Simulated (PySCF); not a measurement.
PySCF input (HF/def2-TZVPD):

```python
from pyscf import gto, scf, dft

mol = gto.M(
    atom='''
    Si   -0.02113666   -0.35177225   -0.08713389
    Cl    0.01003046    1.24208377   -1.40733697
    Cl   -0.07291499    0.44949154    1.82094743
    C    -1.54859361   -1.31412013   -0.36319430
    C     1.52990028   -1.34418387   -0.28987956
    H    -2.53330159   -0.86779898   -0.29375189
    H    -1.53136727   -2.37072013   -0.60514448
    H     1.59019601   -1.74874737   -1.30198514
    H     1.54386915   -2.17258789    0.42096340
    H     2.40771417   -0.72229065   -0.11314216
    ''',
    basis='def2-tzvpd',
    charge=0,
    spin=1,
    verbose=4,
)

mf = scf.UHF(mol).density_fit(auxbasis='def2-universal-jkfit')
mf.conv_tol = 1e-9
mf.max_cycle = 100
mf.max_memory = 1500
mf.kernel()
if not mf.converged:
    mf = mf.newton()
    mf.kernel(mf.make_rdm1())
for _ in range(2):
    mo, _, stable, _ = mf.stability(return_status=True)
    if stable:
        break
    mf.kernel(mf.make_rdm1(mo, mf.mo_occ))
mf.analyze()
```

End of the output:

```
Extra cycle  E= -1286.74193016925  delta_E= -3.39e-11  |g|= 2.4e-06  |ddm|= 8.01e-06
converged SCF energy = -1286.74193016925  <S^2> = 0.76075743  2S+1 = 2.0107287
uhf_internal: lowest eigs of H = [0.360336   0.50631057 0.51043189]
<class 'pyscf.df.df_jk.DFUHF'> wavefunction is stable in the internal stability analysis
**** SCF Summaries ****
Total Energy =                       -1286.741930169250963
Nuclear Repulsion Energy =             350.457521771424297
One-electron Energy =                -2475.534834051173220
Two-electron Energy =                  838.335382110497903
Two-electron Coulomb Energy =          926.145816950919198
DFT Exchange-Correlation Energy =      -87.810434840421294
HOMO-LUMO gap [eV] =                    12.360042319091358
**** MO energy ****
                             alpha | beta                alpha | beta
MO #1   energy= -104.82531554955   | -104.825018242244  occ= 1 | 1
MO #2   energy= -104.825218367249  | -104.824905215843  occ= 1 | 1
MO #3   energy= -68.8462710716535  | -68.8468300090391  occ= 1 | 1
MO #4   energy= -11.252162843573   | -11.2308212328642  occ= 1 | 1
MO #5   energy= -11.2249737702938  | -11.2251073099128  occ= 1 | 1
MO #6   energy= -10.5550372973255  | -10.5547366130749  occ= 1 | 1
MO #7   energy= -10.5549383708954  | -10.5546216258656  occ= 1 | 1
MO #8   energy= -8.02190078667305  | -8.02131420982368  occ= 1 | 1
MO #9   energy= -8.02181798779819  | -8.02119146571957  occ= 1 | 1
MO #10  energy= -8.0208775973288   | -8.02051730698853  occ= 1 | 1
MO #11  energy= -8.02077715315065  | -8.0204046852795   occ= 1 | 1
MO #12  energy= -8.02067415049385  | -8.02021151820766  occ= 1 | 1
MO #13  energy= -8.02057328549246  | -8.02008786791376  occ= 1 | 1
MO #14  energy= -6.18827820592643  | -6.18907850941671  occ= 1 | 1
MO #15  energy= -4.29605042238184  | -4.29607188560296  occ= 1 | 1
MO #16  energy= -4.29513009472682  | -4.2958614634128   occ= 1 | 1
MO #17  energy= -4.29381302914801  | -4.2951082642977   occ= 1 | 1
MO #18  energy= -1.11403691073868  | -1.11112928504619  occ= 1 | 1
MO #19  energy= -1.08313276953206  | -1.080859595526    occ= 1 | 1
MO #20  energy= -0.979233478229536 | -0.96843585941593  occ= 1 | 1
MO #21  energy= -0.954329088524552 | -0.878766414101214 occ= 1 | 1
MO #22  energy= -0.67937607226354  | -0.674121987728252 occ= 1 | 1
MO #23  energy= -0.610516730516996 | -0.599032580703561 occ= 1 | 1
MO #24  energy= -0.589752758252294 | -0.587237658895002 occ= 1 | 1
MO #25  energy= -0.585179587647691 | -0.581779431699663 occ= 1 | 1
MO #26  energy= -0.537868495336541 | -0.52942287689312  occ= 1 | 1
MO #27  energy= -0.535353539811035 | -0.526967027122823 occ= 1 | 1
MO #28  energy= -0.518572651870102 | -0.516041799818433 occ= 1 | 1
MO #29  energy= -0.474208551065252 | -0.467563815474012 occ= 1 | 1
MO #30  energy= -0.473297428434007 | -0.46667231908243  occ= 1 | 1
MO #31  energy= -0.452466333053574 | -0.450348388975868 occ= 1 | 1
MO #32  energy= -0.446621903635222 | -0.441398150207735 occ= 1 | 1
MO #33  energy= -0.404644595765461 | 0.0495785852958378 occ= 1 | 0
MO #34  energy= 0.0536224922940541 | 0.0545796869764947 occ= 0 | 0
MO #35  energy= 0.0728474013931445 | 0.0777471439053746 occ= 0 | 0
MO #36  energy= 0.0770515404420388 | 0.0783053511951666 occ= 0 | 0
MO #37  energy= 0.0799274743947175 | 0.0804774930041375 occ= 0 | 0
MO #38  energy= 0.0975698415106873 | 0.0981447047744835 occ= 0 | 0
MO #39  energy= 0.102860459901689  | 0.103062076674873  occ= 0 | 0
MO #40  energy= 0.105643666317423  | 0.106310210430033  occ= 0 | 0
MO #41  energy= 0.106412576426518  | 0.110839156275601  occ= 0 | 0
MO #42  energy= 0.126043805467597  | 0.126887650989378  occ= 0 | 0
MO #43  energy= 0.137585846782069  | 0.138698024280759  occ= 0 | 0
MO #44  energy= 0.154655117905801  | 0.15956234633931   occ= 0 | 0
MO #45  energy= 0.159814202833055  | 0.161936780212206  occ= 0 | 0
MO #46  energy= 0.170266924145306  | 0.17125444495552   occ= 0 | 0
MO #47  energy= 0.184463425846134  | 0.186131428291163  occ= 0 | 0
MO #48  energy= 0.184873597911115  | 0.191312734879867  occ= 0 | 0
MO #49  energy= 0.191037187856598  | 0.202147108131227  occ= 0 | 0
MO #50  energy= 0.199882919082711  | 0.206379688865748  occ= 0 | 0
MO #51  energy= 0.208210491648924  | 0.222901548762547  occ= 0 | 0
MO #52  energy= 0.226347198855475  | 0.229850182345485  occ= 0 | 0
MO #53  energy= 0.231078411666741  | 0.233831190859649  occ= 0 | 0
MO #54  energy= 0.25309502645763   | 0.253244189397609  occ= 0 | 0
MO #55  energy= 0.257424525355329  | 0.264895572330021  occ= 0 | 0
MO #56  energy= 0.261061442129871  | 0.265506009675192  occ= 0 | 0
MO #57  energy= 0.267805953567296  | 0.268528102921632  occ= 0 | 0
MO #58  energy= 0.271074935717114  | 0.273727464307756  occ= 0 | 0
MO #59  energy= 0.283442040465536  | 0.284673810235717  occ= 0 | 0
MO #60  energy= 0.289539933070248  | 0.29667210027254   occ= 0 | 0
MO #61  energy= 0.295965682709447  | 0.300861815951953  occ= 0 | 0
MO #62  energy= 0.314034703351784  | 0.315976765538223  occ= 0 | 0
MO #63  energy= 0.325173882857298  | 0.326042118836654  occ= 0 | 0
MO #64  energy= 0.329934047793398  | 0.333676713593241  occ= 0 | 0
MO #65  energy= 0.330631556314738  | 0.33435266273208   occ= 0 | 0
MO #66  energy= 0.338715075097232  | 0.341114944439273  occ= 0 | 0
MO #67  energy= 0.339512033935116  | 0.34572206984096   occ= 0 | 0
MO #68  energy= 0.342882799422829  | 0.353196115323065  occ= 0 | 0
MO #69  energy= 0.352817032062146  | 0.355175313004323  occ= 0 | 0
MO #70  energy= 0.364569106788655  | 0.366629190193009  occ= 0 | 0
MO #71  energy= 0.37778519210406   | 0.380687414817547  occ= 0 | 0
MO #72  energy= 0.378398615188399  | 0.383689304965638  occ= 0 | 0
MO #73  energy= 0.383704938032952  | 0.385656789448273  occ= 0 | 0
MO #74  energy= 0.391135148781237  | 0.392919095984878  occ= 0 | 0
MO #75  energy= 0.397648115735249  | 0.400209960606578  occ= 0 | 0
MO #76  energy= 0.402070095456415  | 0.407419598105351  occ= 0 | 0
MO #77  energy= 0.414081130258987  | 0.418319486828379  occ= 0 | 0
MO #78  energy= 0.416063878439442  | 0.419555827583316  occ= 0 | 0
MO #79  energy= 0.423348272796919  | 0.430274134127132  occ= 0 | 0
MO #80  energy= 0.429580881459315  | 0.431038318963661  occ= 0 | 0
MO #81  energy= 0.430699089595968  | 0.437038880376929  occ= 0 | 0
MO #82  energy= 0.441638537985401  | 0.44380688230861   occ= 0 | 0
MO #83  energy= 0.450155646255066  | 0.451939932363561  occ= 0 | 0
MO #84  energy= 0.463878395778264  | 0.464404829121176  occ= 0 | 0
MO #85  energy= 0.474069387161125  | 0.478920667597002  occ= 0 | 0
MO #86  energy= 0.475997764258675  | 0.482008151530689  occ= 0 | 0
MO #87  energy= 0.502789123296544  | 0.504554007700556  occ= 0 | 0
MO #88  energy= 0.506782124924621  | 0.513121635399681  occ= 0 | 0
MO #89  energy= 0.517673695022772  | 0.519339393952177  occ= 0 | 0
MO #90  energy= 0.523908919819719  | 0.525539516741006  occ= 0 | 0
MO #91  energy= 0.549936546594768  | 0.551630464926672  occ= 0 | 0
MO #92  energy= 0.555654306903202  | 0.560532367448964  occ= 0 | 0
MO #93  energy= 0.559346734285108  | 0.568134717217965  occ= 0 | 0
MO #94  energy= 0.585472069624075  | 0.589297722053981  occ= 0 | 0
MO #95  energy= 0.589784099220805  | 0.590528219846132  occ= 0 | 0
MO #96  energy= 0.59282299233374   | 0.593387451989736  occ= 0 | 0
MO #97  energy= 0.605030071613402  | 0.606538831850142  occ= 0 | 0
MO #98  energy= 0.608431357360022  | 0.621043232791653  occ= 0 | 0
MO #99  energy= 0.626959691405404  | 0.639238058165019  occ= 0 | 0
MO #100 energy= 0.648901949996999  | 0.650618888992348  occ= 0 | 0
MO #101 energy= 0.663313201551839  | 0.695128656208446  occ= 0 | 0
MO #102 energy= 0.689224097000466  | 0.697575483001815  occ= 0 | 0
MO #103 energy= 0.694854229038621  | 0.69856506574337   occ= 0 | 0
MO #104 energy= 0.704107764284729  | 0.712655914107078  occ= 0 | 0
[...]
```

It need not be the lowest isomer of its formula.
